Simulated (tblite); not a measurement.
Run record: tight-binding relaxation, `B1CC[SiH](CC1)CBr`.

Computed with GFN2-xTB geometry optimisation, gas phase (tblite 0.8.0). Start geometry: from a force field or distance geometry. The command runs a driver script over a list of jobs; the input below is this job's line of settings and its coordinates in Å.

Command:
```bash
OMP_NUM_THREADS=1 python probes_run.py task.json out
```

Input:
```
{"job": {"kind": "relax", "xc": "GFN2-xTB", "basis": "xTB"}, "charge": 0, "multiplicity": 1}
Br    -2.791300     0.734200     2.070300
C     -2.659200    -0.221500     0.404100
Si    -0.979400    -0.085500    -0.380100
C     -0.066000     1.482100     0.119200
C      1.178700     1.427000    -0.745000
B      2.048600     0.216000    -0.270300
C      1.559800    -1.183500     0.182700
C      0.119500    -1.478000     0.105400
H     -2.879200    -1.311000     0.588900
H     -3.419700     0.111800    -0.329300
H     -1.071000    -0.008400    -1.862600
H      0.277800     1.309400     1.156100
H     -0.665100     2.384800    -0.017100
H      1.730000     2.388100    -0.757000
H      0.786900     1.189800    -1.770900
H      3.166300     0.501800     0.062200
H      1.893400    -1.322500     1.250000
H      2.114600    -1.970200    -0.393300
H     -0.140500    -2.352800    -0.546500
H     -0.209500    -1.801100     1.130200
```

Output:
```
step      E/eV     max force
  0    -647.98186    3.140
  1    -648.27492    0.777
  2    -648.33911    0.614
  3    -648.41797    0.552
  4    -648.47112    0.429
  5    -648.49225    0.323
  6    -648.50788    0.240
  7    -648.52320    0.282
  8    -648.53941    0.328
  9    -648.55455    0.284
... (118 lines left out)
128    -648.82105    0.025
129    -648.82115    0.019
130    -648.82121    0.015
131    -648.82125    0.015
132    -648.82128    0.014
133    -648.82131    0.011
134    -648.82134    0.013
135    -648.82136    0.014
136    -648.82139    0.013
137    -648.82141    0.009
```

«max force» is the largest atomic force in eV/Å.

Q: From which step on does the largest force stay under 0.1 eV/Å, and how much energy is left to gain from there?

A: From step 117 (0.062 eV/Å), 4.9 meV above the end.

In short: energy lowered by 19.4 kcal/mol over 137 steps; largest atomic force 0.009 eV/Å at the end.

Q: How long does this job take on an Arm Neoverse V1 with one thread, shared host?

A: About 1.4 s.
Labels such as C1 count atoms from 1, the log's own numbers from 0.
